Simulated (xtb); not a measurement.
Level of theory: xtb with GFN2-xTB.

```
xtb start.xyz --ohess tight --gfn 2 --chrg 0 --uhf 0 --iterations 400

# start.xyz
4

Cl    -1.388531    -2.060431    -0.080279
In     0.076905     0.142532     0.292667
Cl     2.440594    -0.202597    -0.104707
Cl    -1.128968     2.120497    -0.107681
```

Output:

```
[...]
          :  -> SCF convergence          0.1000000E-05 Eh   :
          :  -> wf. convergence          0.1000000E-03 e    :
          :  Broyden damping             0.4000000          :
          :  net charge                          0          :
          :  unpaired electrons                  0          :
          ...................................................

 iter      E             dE          RMSdq      gap      omega  full diag
   1    -15.0284100 -0.150284E+02  0.188E-04    3.10       0.0  T
   2    -15.0284100 -0.159961E-10  0.155E-04    3.10     322.6  T
   3    -15.0284100 -0.188027E-10  0.961E-05    3.10     520.3  T

   *** convergence criteria satisfied after 3 iterations ***

         #    Occupation            Energy/Eh            Energy/eV
      -------------------------------------------------------------
         1        2.0000           -1.0720098             -29.1709
       ...           ...                  ...                  ...
         6        2.0000           -0.4769767             -12.9792
         7        2.0000           -0.4620796             -12.5738
         8        2.0000           -0.4597583             -12.5107
         9        2.0000           -0.4597532             -12.5105
        10        2.0000           -0.4549991             -12.3812
        11        2.0000           -0.4549966             -12.3811
        12        2.0000           -0.4499572             -12.2440 (HOMO)
        13                         -0.3359140              -9.1407 (LUMO)
        14                         -0.1678336              -4.5670
        15                         -0.0292390              -0.7956
        16                         -0.0292359              -0.7955
        17                         -0.0120039              -0.3266
       ...                                ...                  ...
        36                          0.8692290              23.6529
      -------------------------------------------------------------
                  HL-Gap            0.1140432 Eh            3.1033 eV
             Fermi-level           -0.3929356 Eh          -10.6923 eV


         :::::::::::::::::::::::::::::::::::::::::::::::::::::
         ::                     SUMMARY                     ::
         :::::::::::::::::::::::::::::::::::::::::::::::::::::
         :: total energy             -15.020541928450 Eh    ::
         :: gradient norm              0.000029288596 Eh/a0 ::
         :: HOMO-LUMO gap              3.103273028564 eV    ::
         ::.................................................::
         :: SCC energy               -15.028407395603 Eh    ::
         :: -> isotropic ES            0.014768018360 Eh    ::
         :: -> anisotropic ES          0.001783550447 Eh    ::
         :: -> anisotropic XC          0.000023507798 Eh    ::
         :: -> dispersion             -0.003691684045 Eh    ::
         :: repulsion energy           0.007865467153 Eh    ::
         :: add. restraining           0.000000000000 Eh    ::
         :: total charge               0.000000000000 e     ::
         :::::::::::::::::::::::::::::::::::::::::::::::::::::

           -------------------------------------------------
          |                Numerical Hessian                |
           -------------------------------------------------
step length          :   0.00500
SCC accuracy         :   0.30000
Hessian scale factor :   1.00000
frozen atoms in %    :   0.00000    0
RMS gradient         :   0.00003
estimated CPU  time      0.00 min
estimated wall time      0.00 min

writing file <hessian>.

 projected vibrational frequencies (cm⁻¹)
eigval :       -0.00    -0.00    -0.00     0.00     0.00     0.00
eigval :       78.75    78.77    79.04   267.42   321.42   321.46
           -------------------------------------------------
          |                Property Printout                |
           -------------------------------------------------

    * Orbital Energies and Occupations

         #    Occupation            Energy/Eh            Energy/eV
      -------------------------------------------------------------
         1        2.0000           -1.0720100             -29.1709
         2        2.0000           -1.0720050             -29.1707
         3        2.0000           -1.0702630             -29.1233
         4        2.0000           -0.5960018             -16.2180
         5        2.0000           -0.4769774             -12.9792
         6        2.0000           -0.4769769             -12.9792
         7        2.0000           -0.4620798             -12.5738
         8        2.0000           -0.4597585             -12.5107
         9        2.0000           -0.4597535             -12.5105
        10        2.0000           -0.4549993             -12.3812
        11        2.0000           -0.4549969             -12.3811
        12        2.0000           -0.4499574             -12.2440 (HOMO)
        13                         -0.3359144              -9.1407 (LUMO)
        14                         -0.1678340              -4.5670
        15                         -0.0292393              -0.7956
        16                         -0.0292363              -0.7956
        17                         -0.0120043              -0.3267
        18                         -0.0120031              -0.3266
        19                         -0.0011962              -0.0326
        20                         -0.0011947              -0.0325
        21                         -0.0006905              -0.0188
        22                          0.0002521               0.0069
        23                          0.0002524               0.0069
       ...                                ...                  ...
        36                          0.8692285              23.6529
      -------------------------------------------------------------
                  HL-Gap            0.1140430 Eh            3.1033 eV
             Fermi-level           -0.3929359 Eh          -10.6923 eV
Molecule has the following symmetry elements: (C3) 3*(C2) (S3) 4*(sigma)
It seems to be the D3h point group

     #   Z          covCN         q      C6AA      α(0)
     1  17 Cl       0.787    -0.070   101.210    15.390
     2  49 In       2.362     0.211   291.990    33.681
     3  17 Cl       0.787    -0.070   101.210    15.389
     4  17 Cl       0.787    -0.070   101.209    15.389

 Mol. C6AA /au·bohr⁶  :       2212.129039
 Mol. C8AA /au·bohr⁸  :     160459.091683
 Mol. α(0) /au        :         79.849881

Wiberg/Mayer (AO) data.
largest (>0.10) Wiberg bond orders for each atom

 ---------------------------------------------------------------------------
     #   Z sym  total        # sym  WBO       # sym  WBO       # sym  WBO
 ---------------------------------------------------------------------------
     1  17 Cl   1.464 --     2 In   1.080     4 Cl   0.192     3 Cl   0.192
     2  49 In   3.239 --     4 Cl   1.080     3 Cl   1.080     1 Cl   1.080
     3  17 Cl   1.464 --     2 In   1.080     1 Cl   0.192     4 Cl   0.192
     4  17 Cl   1.464 --     2 In   1.080     1 Cl   0.192     3 Cl   0.192
 ---------------------------------------------------------------------------

Topologies differ in total number of bonds
Writing topology from bond orders to xtbtopo.mol

molecular dipole:
                 x           y           z       tot (Debye)
 q only:        0.000       0.000       0.000
   full:        0.000       0.000       0.000       0.000
molecular quadrupole (traceless):
                xx          xy          yy          xz          yz          zz
 q only:       -0.993       0.001      -0.991       0.048       0.099       1.983
  q+dip:       -0.495       0.001      -0.494       0.024       0.049       0.988
   full:       -2.392       0.003      -2.386       0.116       0.238       4.778

           -------------------------------------------------
          |                Geometry Summary                 |
           -------------------------------------------------

      molecular mass/u    :      221.1768994
   center of mass at/Å    :       -0.0000009       0.0000067       0.0000637
  moments of inertia/u·Å² :        0.2803661E+03   0.2803991E+03   0.5607652E+03
rotational constants/cm⁻¹ :        0.6012722E-01   0.6012014E-01   0.3006184E-01

 * 3 selected distances

     #   Z          #   Z                                           value/Å
     1  17 Cl       2  49 In                                      2.2962444 (max)
     2  49 In       3  17 Cl                                      2.2961316
     2  49 In       4  17 Cl                                      2.2961299 (min)

 * 1 distinct bonds (by element types)

   Z      Z             #   av. dist./Å        max./Å        min./Å
  17 Cl  49 In          3     2.2961686     2.2962444     2.2961299

           -------------------------------------------------
          |               Frequency Printout                |
           -------------------------------------------------
 projected vibrational frequencies (cm⁻¹)
eigval :       -0.00    -0.00    -0.00     0.00     0.00     0.00
eigval :       78.75    78.77    79.04   267.42   321.42   321.46
 reduced masses (amu)
   1: 49.34   2: 58.33   3: 58.96   4: 61.25   5: 63.46   6: 44.98   7: 47.97   8: 47.97
   9: 73.62  10: 35.45  11: 61.10  12: 61.10
 IR intensities (km·mol⁻¹)
   1:  0.00   2:  0.00   3:  0.00   4:  0.00   5:  0.00   6:  0.00   7:  5.45   8:  5.38
   9:  2.00  10:  0.00  11: 32.45  12: 32.54
 Raman intensities (Ä⁴*amu⁻¹)
   1:  0.00   2:  0.00   3:  0.00   4:  0.00   5:  0.00   6:  0.00   7:  0.00   8:  0.00
   9:  0.00  10:  0.00  11:  0.00  12:  0.00
 output can be read by thermo (or use thermo option).
 writing <g98.out> molden fake output.
 recommended (thermochemical) frequency scaling factor: 1.0
           -------------------------------------------------
          |             Thermodynamic Functions             |
           -------------------------------------------------

d3h symmetry found (for desy threshold:  0.10E+00) used in thermo

          ...................................................
          :                      SETUP                      :
          :.................................................:
          :  # frequencies                           6      :
          :  # imaginary freq.                       0      :
          :  linear?                             false      :
          :  only rotor calc.                    false      :
          :  symmetry                              d3h      :
          :  rotational number                       6      :
          :  scaling factor                  1.0000000      :
          :  rotor cutoff                   50.0000000 cm⁻¹ :
          :  imag. cutoff                  -20.0000000 cm⁻¹ :
          :.................................................:

    mode    ω/cm⁻¹     T·S(HO)/kcal·mol⁻¹    T·S(FR)/kcal·mol⁻¹   T·S(vib)
   ------------------------------------------------------------------------
       1     78.75    -1.16925 ( 86.02%)    -0.92180 ( 13.98%)    -1.13466
       2     78.77    -1.16912 ( 86.03%)    -0.92173 ( 13.97%)    -1.13457
       3     79.04    -1.16712 ( 86.20%)    -0.92072 ( 13.80%)    -1.13311
       4    267.42    -0.48087 ( 99.88%)    -0.55977 (  0.12%)    -0.48097
   ------------------------------------------------------------------------

   temp. (K)  partition function   enthalpy   heat capacity  entropy
                                   cal/mol     cal/K/mol   cal/K/mol   J/K/mol
 298.15  VIB   70.1                 2245.456     10.482     15.631
         ROT  0.845E+05              888.752      2.981     25.526
         INT  0.592E+07             3134.209     13.463     41.157
         TR   0.318E+28             1481.254      4.968     42.065
         TOT                        4615.4625    18.4309    83.2223   348.2022

       T/K    H(0)-H(T)+PV         H(T)/Eh          T*S/Eh         G(T)/Eh
   ------------------------------------------------------------------------
    298.15    0.735521E-02    0.996796E-02    0.395416E-01   -0.295737E-01
   ------------------------------------------------------------------------

         :::::::::::::::::::::::::::::::::::::::::::::::::::::
         ::                  THERMODYNAMIC                  ::
         :::::::::::::::::::::::::::::::::::::::::::::::::::::
         :: total free energy         -15.050115583907 Eh   ::
         ::.................................................::
         :: total energy              -15.020541928463 Eh   ::
         :: zero point energy           0.002612751827 Eh   ::
         :: G(RRHO) w/o ZPVE           -0.032186407271 Eh   ::
         :: G(RRHO) contrib.           -0.029573655444 Eh   ::
         :::::::::::::::::::::::::::::::::::::::::::::::::::::

optimized geometry written to: xtbopt.xyz

           -------------------------------------------------
          | TOTAL ENERGY              -15.020541928463 Eh   |
          | TOTAL ENTHALPY            -15.010573968927 Eh   |
          | TOTAL FREE ENERGY         -15.050115583907 Eh   |
          | GRADIENT NORM               0.000029130757 Eh/α |
          | HOMO-LUMO GAP               3.103267149576 eV   |
           -------------------------------------------------

------------------------------------------------------------------------
```

Cost: roughly 0.29 core-seconds.
